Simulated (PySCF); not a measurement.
# Computed properties of C₃H₇NSi, SMILES C#C[SiH2]CN

C3H7NSi, SMILES C#C[SiH2]CN. Geometry optimised at B3LYP-D3(BJ)/def2-SVP. The structure was generated by enumeration, and PubChem lists no compound with its InChIKey, so it may never have been made. Other conformers were not sampled. All values are computed for the isolated molecule unless a solvent is named; none is compared with measurement here.

**Structure.** All 30 harmonic modes at B3LYP-D3(BJ)/def2-SVP (PySCF) are real, so it is a minimum. With heavy atoms numbered as in [CH:1]#[C:2][SiH2:3][CH2:4][NH2:5], the shortest bond between them is C1–C2 at 1.218 Å and the longest Si3–C4 at 1.893 Å.

**Vibrations.** The strongest infrared lines (harmonic, unscaled, degenerate partners summed) lie at 845 cm⁻¹ (183 km/mol, H 76 %, Si 11 %), 2220 cm⁻¹ (116 km/mol, H 97 %), 908 cm⁻¹ (112 km/mol, H 74 %, C 13 %). The softest mode is at 85 cm⁻¹ and the zero-point energy is 57.0 kcal/mol.

**Electronic structure.** B3LYP/def2-TZVP (PySCF) places the frontier levels at -6.72 and -0.35 eV, a gap of 6.37 eV, and gives a dipole moment of 1.67 D and a mean polarisability of 68.1 bohr³. PBE/def2-TZVP (PySCF) at the same geometry gives -5.49 and -1.07 eV, so its gap is 1.95 eV narrower. An orbital gap is neither the optical nor the fundamental gap.

**Excitations.** TDDFT-B3LYP/def2-SVPD (PySCF) has S1 at 5.52 eV (225 nm, f = 0.007, weak); the most intense of the 10 singlets computed lies at 7.41 eV (f = 0.04). T1 (TDA) is at 4.92 eV. TDDFT-PBE/def2-SVPD (PySCF) puts S1 at 4.52 eV. No vertical singlet excitation falls in the visible range (under 3.1 eV).

**NMR.** GIAO shifts at KT2/pcSseg-1 (PySCF) (non-relativistic, atoms alike by connectivity averaged): ¹³C from 34.5 to 96.9 ppm against TMS; ¹H from 0.9 to 4.7 ppm against TMS; ²⁹Si at -65.2 ppm against TMS.
